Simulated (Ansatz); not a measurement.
Input file for CH₇NSeSi (`NC[Se][SiH3]`):

```yaml
crystal:
  periodic: [false, false, false]
  atoms:
    - {symbol: N, position_ang: [-0.094199, 1.361702, -0.028716]}
    - {symbol: C, position_ang: [0.568556, 0.683023, 1.052820]}
    - {symbol: Se, position_ang: [1.360427, -1.001405, 0.407431]}
    - {symbol: Si, position_ang: [-0.442703, -1.522527, -0.882651]}
    - {symbol: H, position_ang: [0.568886, 1.715184, -0.706595]}
    - {symbol: H, position_ang: [-0.662639, 2.130319, 0.305314]}
    - {symbol: H, position_ang: [1.397545, 1.222376, 1.524773]}
    - {symbol: H, position_ang: [-0.164027, 0.429009, 1.818724]}
    - {symbol: H, position_ang: [-1.698123, -1.337079, -0.112579]}
    - {symbol: H, position_ang: [-0.507486, -0.772791, -2.159849]}
    - {symbol: H, position_ang: [-0.260836, -2.964811, -1.198170]}
basis:
  gaussian: {orbitals: def2-TZVPP}
correlation: {method: ccsd_t}
output: {orbitals: {seedname: orbitals}}
```

```sh
$ ansatz run in.yaml --threads 4 --pin off --events-out ev --progress --plain
```

The program prints (abridged):

```
Functional definition: HF
1484 factors; integrals over basis functions are off by at most 8.6e-4 eV
mean field evaluation 1: about -75786.9839 eV, gradient 3.1e1 eV
mean field evaluation 2: about -75787.2467 eV, gradient 3.1e1 eV
mean field evaluation 4: about -75789.8480 eV, gradient 3.8e0 eV
mean field evaluation 8: about -75789.9033 eV, gradient 2.7e-1 eV
mean field -75789.90364372 eV, -2785.2275866649 hartree, gradient 4.0e-6 eV, S^2 0.000000; 0 other end points of the search recorded, 0 dependent functions left out
16 core orbitals not correlated: weight in the atoms' cores, before any rotation towards them, 1.000 or more for the frozen orbitals, at most 0.000 for the correlated occupied ones
reference -75789.90364372 eV, -2785.2275866649 hartree; 18, 18 occupied and 216, 216 virtual orbitals, 1484 factors
second order -21.66918845 eV of doubles, -0.00000000 eV of singles
cycle   1  -22.12296064 eV  change   -4.5e-1 eV  update   9.8e-2
cycle   2  -22.72548243 eV  change   -6.0e-1 eV  update   2.8e-2
cycle   3  -22.80493883 eV  change   -7.9e-2 eV  update   1.2e-2
cycle   4  -22.79513810 eV  change    9.8e-3 eV  update   3.0e-3
cycle   5  -22.79578218 eV  change   -6.4e-4 eV  update   1.3e-3
cycle   6  -22.79575618 eV  change    2.6e-5 eV  update   3.9e-4
cycle   7  -22.79552441 eV  change    2.3e-4 eV  update   1.6e-4
cycle   8  -22.79553935 eV  change   -1.5e-5 eV  update   5.6e-5
cycle   9  -22.79555390 eV  change   -1.5e-5 eV  update   2.2e-5
perturbative correction -0.88380012 eV, -0.0324790554 hartree
Total energy: -75813.58299774 eV, -2786.0977868748 hartree
```

It took 3.2 min on 4 threads of a server CPU on a shared host, with 5.3 GiB of host memory at the peak.

Correlation energy per correlated electron: -0.658 eV. T1 diagnostic: 0.0098.
